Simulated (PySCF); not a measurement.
A GIAO shielding run with PySCF 2.14.0 with density-fitted response routines (density fitting, non-relativistic, gas phase) on SMILES Cc1ccc(B(O)O)nc1, C6H8BNO2:

```
$ OMP_NUM_THREADS=1 python probes_run.py task.json out

{"job": {"kind": "nmr", "xc": "PBE0", "basis": "pcSseg-1"}, "charge": 0, "multiplicity": 1}
C     -3.078048    -0.241560     0.200486
C     -1.586081    -0.163712     0.088378
C     -0.876796    -0.868832    -0.888453
C      0.505466    -0.736391    -0.966460
C      1.163523     0.101434    -0.062440
B      2.720099     0.365358    -0.017894
O      3.167257     1.214379     0.935655
O      3.555541    -0.236629    -0.902957
N      0.483685     0.775916     0.883549
C     -0.833331     0.644272     0.952715
H     -3.446070    -1.253721    -0.022460
H     -3.421192     0.035331     1.207627
H     -3.561883     0.446227    -0.512674
H     -1.411325    -1.521697    -1.585082
H      1.084504    -1.276373    -1.718865
H      2.376564     1.499265     1.430982
H      4.472182     0.018458    -0.752090
H     -1.342463     1.208868     1.744122
```

Hardware: 1 thread of an Arm Neoverse V1, shared host. The job also computes population analyses, field gradients, ring-centre shieldings.

Problem. How large is the calculation?

Solution. 72 electrons, 210 basis functions and 1076 auxiliary functions.

Problem. How long does it take, and how much memory does it need?

Solution. 33 s of wall time, with 14 SCF cycles and 5 response iterations; peak memory 0.96 GiB. Times on a shared host scatter by some tens of per cent.
